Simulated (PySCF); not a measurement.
CClF2NOSi, SMILES O=C=N[Si](F)(F)Cl.

Coordinates come from a B3LYP-D3(BJ)/def2-SVP optimisation. This is a generated structure with no PubChem entry under its InChIKey; it may be hypothetical. Other conformers were not sampled.

Calculation: B3LYP/def2-TZVP run with PySCF.

Symmetry labels are those of the subgroup Cs that the program uses (full group Cs).

Computed valence orbital energies around the gap with their symmetry:
```
orbital  symmetry  energy (eV)
-------  --------  -----------
HOMO−7         A'       -13.01
HOMO−6         A"       -12.72
HOMO−5         A"       -12.39
HOMO−4         A'       -11.92
HOMO−3         A'       -10.29
HOMO−2         A"       -10.08
HOMO−1         A"        -9.52
HOMO           A'        -9.37
LUMO           A'        -0.47
LUMO+1         A"        -0.46
LUMO+2         A'         0.00
LUMO+3         A'         0.84
```
